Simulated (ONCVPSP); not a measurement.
**Cutoff test, lutetium, ONCV**

```json
{
 "Element": "Lu",
 "Generator": "ONCVPSP 4.0.1",
 "Type": "optimised norm-conserving Vanderbilt (ONCV)",
 "Functional": "PBE",
 "Relativity": "scalar-relativistic",
 "Frozen core": "[Kr] 4d10",
 "Valence charge": "25",
 "Reference configuration": "4f14 5s2 5p6 5d1.5 6s1.5",
 "Partial waves": "5s+6s: rc 2.15 bohr, ncon 4, nbas 8, qcut 7.3 1/bohr, 2 projectors; 5p: rc 2.10 bohr, ncon 4, nbas 9, qcut 7.9 1/bohr, 2 projectors, debl 2.6 Ha; 5d: rc 3.05 bohr, ncon 3, nbas 8, qcut 5.9 1/bohr, 2 projectors, debl 3.4 Ha; 4f: rc 1.20 bohr, ncon 4, nbas 8, qcut 11.7 1/bohr, 1 projector",
 "Local potential": "polynomial inside 0.90 bohr (lpopt 3, dvloc0 0 Ha)",
 "Core correction": "Teter function, fcfact 3.25, rcfact 1.3"
}
```

Task: For each optimised wave give the share of its norm inside rc, the residual kinetic energy above qcut (Ha) and the cutoffs (Ha) for errors of 10, 1, 0.1 and 0.01 mHa per electron.

Result:

```json
{"wave": "5s", "norm inside rc": "0.981", "residual KE": "1.1e-08", "10 mHa": "9.7", "1 mHa": "14.1", "0.1 mHa": "17.5", "0.01 mHa": "20.2"}
{"wave": "6s", "norm inside rc": "0.091", "residual KE": "1.4e-08", "10 mHa": "4.2", "1 mHa": "12.9", "0.1 mHa": "17.0", "0.01 mHa": "20.3"}
{"wave": "5p", "norm inside rc": "0.911", "residual KE": "3.5e-09", "10 mHa": "7.0", "1 mHa": "9.9", "0.1 mHa": "18.6", "0.01 mHa": "22.5"}
{"wave": "p projector 2", "norm inside rc": "0.146", "residual KE": "4.6e-08", "10 mHa": "6.9", "1 mHa": "15.4", "0.1 mHa": "21.2", "0.01 mHa": "24.9"}
{"wave": "5d", "norm inside rc": "0.598", "residual KE": "2.7e-09", "10 mHa": "6.5", "1 mHa": "8.9", "0.1 mHa": "11.0", "0.01 mHa": "12.7"}
{"wave": "d projector 2", "norm inside rc": "0.159", "residual KE": "7.7e-08", "10 mHa": "9.9", "1 mHa": "12.0", "0.1 mHa": "13.4", "0.01 mHa": "14.8"}
{"wave": "4f", "norm inside rc": "0.887", "residual KE": "5.3e-03", "10 mHa": "65.3", "1 mHa": "164.1", "0.1 mHa": "202.5", "0.01 mHa": "324.3"}
```

The occupied waves need 164 Ha and 203 Ha for 1 and 0.1 mHa. Note: ghosts flagged at negative energy: s at -33.0 eV; GHOST(+) flagged for d at 134.9 eV, p at 159.2 eV. A true bound ghost makes a file unfit for plane-wave use. 2 of 4 tests not solved or not reliable.
